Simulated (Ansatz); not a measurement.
Breaking the N3–H4 bond in CdH3N (SMILES [NH2][CdH]) (multiplicity 1 held, fragments rigid). Energies count from the point at 1.013 Å.
Geometry at that point (charge 0, multiplicity 1):
```csv
atom,x (Å),y (Å),z (Å)
Cd,-0.1932,-0.0408,-0.2275
H,-1.2093,-0.2364,-1.5204
N,1.1617,0.2684,1.2504
H,1.4991,-0.5755,1.6986
H,0.8497,0.8903,1.9872
```

Unrestricted levels (U-) break spin symmetry where that is lower. Active spaces are followed from a long bond inwards. Curves can end on different states.

Correlated levels freeze the cores.

Run with Ansatz (Gaussian orbitals). Each number belongs to the level named beside it. In def2 rows elements past Kr take small-core potentials, without spin–orbit coupling.

Energies in eV.

| R (Å) | U-HF/def2-TZVPP | U-B3LYP/def2-TZVPP | U-CCSD(T)/def2-TZVPP | FIC-MRCISD on CASSCF(2,2)/def2-TZVPP | FIC-MRCISD+Q on CASSCF(2,2)/def2-TZVPP |
|---|---|---|---|---|---|
| 0.811 | 1.32 | 1.42 | 1.44 | 1.41 | 1.42 |
| 0.912 | 0.22 | 0.28 | 0.28 | 0.26 | 0.27 |
| 1.013 | 0.00 | 0.00 | 0.00 | 0.00 | 0.00 |
| 1.115 | 0.26 | 0.18 | 0.19 | 0.20 | 0.19 |
| 1.216 | 0.75 | 0.60 | 0.60 | 0.63 | 0.62 |
| 1.368 | 1.68 | 1.40 | 1.40 | 1.43 | 1.43 |
| 1.520 | 2.60 | 2.23 | 2.22 | 2.23 | 2.24 |
| 1.773 | 3.32 | 3.46 | 3.42 | 3.33 | 3.36 |
| 2.027 | 3.54 | 4.23 | 4.28 | 4.05 | 4.10 |
| 2.331 | 3.59 | 4.60 | 4.74 | 4.49 | 4.56 |
| 2.736 | 3.59 | 4.76 | 4.87 | 4.69 | 4.78 |
| 3.243 | 3.59 | 4.82 | 4.89 | 4.75 | 4.84 |

Doubts at one or more of the structures used: a spin-contaminated determinant (U-HF/def2-TZVPP, U-B3LYP/def2-TZVPP, U-CCSD(T)/def2-TZVPP); T1 above 0.05 (U-CCSD(T)/def2-TZVPP).

Ansatz is a first-principles code.
